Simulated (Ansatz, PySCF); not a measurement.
Species: sum formula H$_{7}$SiN$_{3}$O (charge 0, singlet). SMILES: N[Si](N)(N)O
Geometry from a B3LYP-D3(BJ)/def2-TZVP (Ansatz, a quantum-chemistry and plane-wave program) optimisation:
```
Si
O 1 1.6556
H 2 0.9599 1 115.49
N 1 1.7090 2 101.04 3 169.86
H 4 1.0056 1 121.94 2 179.50
H 4 1.0062 5 112.52 1 -155.51
N 1 1.7095 2 120.50 3 -74.53
H 7 1.0067 1 121.35 2 77.45
H 7 1.0067 8 112.13 1 152.21
N 1 1.7238 2 105.23 3 40.97
H 10 1.0082 1 119.44 2 -172.25
H 10 1.0082 11 110.65 1 144.93
```

PBE beside other levels, property by property. Correlated levels leave the core frozen unless marked. Open shells are spin-unrestricted. Spin-orbit coupling is left out. Non-relativistic. Basis-set limits of correlation are two-point, X^-3; Hartree-Fock from the larger set. [CCSD(T)-MP2]/basis is that difference in the basis named. Rows marked 298 K are enthalpies with B3LYP-D3(BJ) harmonic zero-point and thermal terms from PySCF. Atomisation energies are electronic, to ground-state atoms; the column to compare with has the core term from cc-pwCVTZ added, other frozen-core levels have none. Vertical energies are electronic, to the SCF solution reached for that spin. The coupled-cluster column (Ansatz) is a level with limits of its own: (a) RI-MP2/CBS(aug-cc-pV(T+d)Z,aug-cc-pV(Q+d)Z)+[CCSD(T)-MP2]/aug-cc-pV(T+d)Z; (b) CCSD(T)/CBS(aug-cc-pV(T+d)Z,aug-cc-pV(Q+d)Z); (c) CCSD(T)/CBS(cc-pV(T+d)Z,cc-pV(Q+d)Z).

```tsv
property	r2SCAN/def2-TZVPD (Ansatz)	r2SCAN-D4/def2-TZVPD (Ansatz + dftd4)	B3LYP-D3(BJ)/def2-TZVPD (Ansatz + dftd3)	coupled cluster
vertical triplet-singlet gap (eV)	5.36	5.36	5.45	6.02 (a)
N-Si bond dissociation enthalpy, 298 K, to [NH2] (NH2) + N[Si](N)O (kcal/mol)	105.7	106.2	107.6	115.7 (c)
proton affinity at N, enthalpy at 298 K, to N[Si](N)([NH3+])O (kcal/mol)	223.7	223.7	224.1	222.8 (c)
O-Si bond dissociation enthalpy, 298 K, to N[Si](N)N + [OH] (HO) (kcal/mol)	128.8	129.2	128.8	137.9 (b)
atomisation energy (kcal/mol)	1051.5	1053.0	1064.5	1069.2 (b)
H-N bond dissociation enthalpy, 298 K, to [NH][Si](N)(N)O + H atom (kcal/mol)	105.2	105.3	107.7	112.6 (c)
```

**Question.** What does PBE/def2-TZVPD (Ansatz) give for each property, and on which side of coupled cluster does it fall?

**Answer.** 
- vertical triplet-singlet gap: PBE lies 1.05 eV below coupled cluster; PBE gives 4.97 eV.
- N-Si bond dissociation enthalpy, 298 K, to [NH2] (NH2) + N[Si](N)O: PBE lies 10.3 kcal/mol below coupled cluster; PBE gives 105.4 kcal/mol.
- proton affinity at N, enthalpy at 298 K, to N[Si](N)([NH3+])O: PBE lies 0.3 kcal/mol below coupled cluster; PBE gives 222.5 kcal/mol.
- O-Si bond dissociation enthalpy, 298 K, to N[Si](N)N + [OH] (HO): PBE lies 10.4 kcal/mol below coupled cluster; PBE gives 127.5 kcal/mol.
- atomisation energy: PBE lies 2.8 kcal/mol above coupled cluster; PBE gives 1072.0 kcal/mol.
- H-N bond dissociation enthalpy, 298 K, to [NH][Si](N)(N)O + H atom: PBE lies 7.5 kcal/mol below coupled cluster; PBE gives 105.1 kcal/mol.
